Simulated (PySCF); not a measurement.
Can point charges reproduce the dipole moment of `C1C(N([SiH2]F)[C@@H]([SiH3])C)C1`?

Coordinates (GFN2-xTB, Å) and charges (e) from the PBE0/pcSseg-1 density (PySCF):

```tsv
atom	x	y	z	Mulliken	IAO	Hirshfeld	ESP-fitted
C1	-0.914	1.594	0.835	-0.2360	-0.4213	-0.1260	-0.4625
C2	-0.854	0.780	-0.457	-0.3064	-0.2513	-0.0569	+0.2280
Si3	-2.611	0.344	-1.103	+0.5136	+0.5875	+0.2927	+0.2906
N4	0.028	-0.385	-0.330	-0.7488	-0.5276	-0.1764	-0.5966
Si5	-0.287	-1.696	0.724	+0.9730	+1.1700	+0.4345	+0.7674
F6	-1.874	-1.682	0.994	-0.4370	-0.5353	-0.1794	-0.3162
C7	1.351	-0.144	-0.802	-0.0121	-0.0221	+0.0071	+0.1046
C8	2.439	0.378	0.099	-0.1972	-0.3191	-0.0995	-0.2949
C9	2.512	-1.017	-0.448	-0.2381	-0.3004	-0.0882	-0.3548
H10	-1.344	0.996	1.634	+0.1277	+0.1392	+0.0374	+0.1410
H11	0.082	1.915	1.137	+0.1219	+0.1395	+0.0370	+0.1208
H12	-1.533	2.477	0.690	+0.1177	+0.1400	+0.0435	+0.1199
H13	-0.392	1.419	-1.221	+0.1301	+0.1414	+0.0398	+0.0515
H14	-2.513	-0.816	-1.986	-0.0795	-0.1113	-0.0756	-0.0728
H15	-3.054	1.517	-1.871	-0.0968	-0.1298	-0.0871	-0.1204
H16	-3.550	0.129	-0.007	-0.0658	-0.1091	-0.0768	-0.0627
H17	-0.023	-2.961	0.053	-0.1138	-0.1546	-0.0801	-0.1292
H18	0.258	-1.615	2.081	-0.1200	-0.1752	-0.0859	-0.1209
H19	1.351	0.247	-1.818	+0.1212	+0.1373	+0.0443	+0.1111
H20	2.210	0.482	1.148	+0.1328	+0.1491	+0.0455	+0.1495
H21	3.119	1.126	-0.280	+0.1299	+0.1496	+0.0476	+0.1325
H22	3.232	-1.230	-1.224	+0.1404	+0.1591	+0.0548	+0.1665
H23	2.364	-1.832	0.240	+0.1435	+0.1445	+0.0473	+0.1475
```

Q: Compute μ = Σ q r for each scheme (1 e·Å = 4.803 D) and compare with the dipole of the full density.

A: The full density gives (2.37, 0.95, -0.35) D, 2.58 D in size; dipole vectors point from the negative to the positive end.

```json
{"scheme": "Mulliken", "μx": "2.51", "μy": "0.89", "μz": "0.49", "size (D)": "2.71", "share of the full size (%)": "105", "angle to the full dipole (°)": "18"}
{"scheme": "IAO", "μx": "2.73", "μy": "0.14", "μz": "-0.74", "size (D)": "2.83", "share of the full size (%)": "110", "angle to the full dipole (°)": "20"}
{"scheme": "Hirshfeld", "μx": "1.58", "μy": "0.19", "μz": "-0.32", "size (D)": "1.62", "share of the full size (%)": "63", "angle to the full dipole (°)": "15"}
{"scheme": "ESP-fitted", "μx": "2.39", "μy": "0.95", "μz": "-0.30", "size (D)": "2.59", "share of the full size (%)": "100", "angle to the full dipole (°)": "1"}
```

Q: Which set comes closest?

A: Length of the difference vector: ESP-fitted 0.05 D, Mulliken 0.85 D, IAO 0.96 D, Hirshfeld 1.10 D. Closest: ESP-fitted. The schemes that divide the density aren't constrained to reproduce the dipole.

Q: What is left for the Hirshfeld atoms' own dipoles?

A: The Hirshfeld atoms' densities add up to the full density, so μ = Σ q r + Σ (atomic dipoles). The atomic dipoles sum to (2.37, 0.95, -0.35) − (1.58, 0.19, -0.32) = (0.79, 0.76, -0.03) D, 1.10 D in size.

Q: With the origin at the mean of the coordinates, (0.000, 0.001, -0.083) Å, which are the largest single terms, by size, of the ESP-fitted dipole along the direction of the full one?

A: F6 +3.78, Si5 -3.67, C9 -3.39, C8 -3.34, Si3 -2.98 D; all 23 atoms together +2.59 D. The single terms depend on the origin, their sum doesn't.

Q: Give the size of the full dipole in other units.

A: 2.58 D = 1.014 au = 0.537 e·Å = 8.60 × 10⁻³⁰ C·m.

The structure is a single GFN2-xTB conformer in the gas phase; no vibrational or solvent corrections.

Conformer computed: `[CH3:1][C@H:2]([SiH3:3])[N:4]([SiH2:5][F:6])[CH:7]1[CH2:8][CH2:9]1`: C1–C2–N4–Si5 65°, C2–N4–Si5–F6 23°, C2–N4–C7–C8 90°.
